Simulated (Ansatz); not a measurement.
Consider the formal exchange of groups at a Zn–N bond: `O/C=[N]/[ZnH]` + `C=C=C` → `C=C=[CH][ZnH]` + `N=CO`.

Calculated with Ansatz (gas phase, PBE0-D4/def2-TZVP geometries, no zero-point term in ΔE). CCSD(T)/CBS adds triple-zeta CCSD(T) − MP2 to the extrapolated MP2 energy (def2 sets, frozen cores). This one scheme is used for every species. DFT in def2-TZVPP. B3LYP here is the variant with VWN-RPA as its local correlation; programs differ in this. For Zn outer-core shells are correlated without core-valence functions, which leaves a few kJ/mol of doubt a bond. Scalar relativity is left out up to krypton. One conformer a species, not always the lowest.

| level | ΔE (kJ/mol) | difference from CCSD(T)/CBS |
| --- | --- | --- |
| LDA (SPW92) | 15.0 | -1.5 |
| BLYP-D4 | 19.4 | 2.9 |
| r2SCAN-D4 | 15.2 | -1.3 |
| r2SCANh-D4 | 14.3 | -2.2 |
| B2PLYP | 18.0 | 1.5 |
| PBE-QIDH | 12.5 | -4.0 |
| r2SCAN | 15.4 | -1.1 |
| B3LYP | 18.3 | 1.8 |
| r2SCAN0 | 13.3 | -3.2 |
| SCS-MP2/def2-TZVPP | 16.3 | -0.2 |
| CCSD(T)/CBS | 16.5 | 0 |

Largest T1 diagnostic among the species: 0.017.

Leaving LDA and LC-ωPBE aside and taking each functional with its dispersion term where it has one, the values, not all of them listed here, spread over 8.0 kJ/mol, from HSE06-D4 to BLYP-D4.
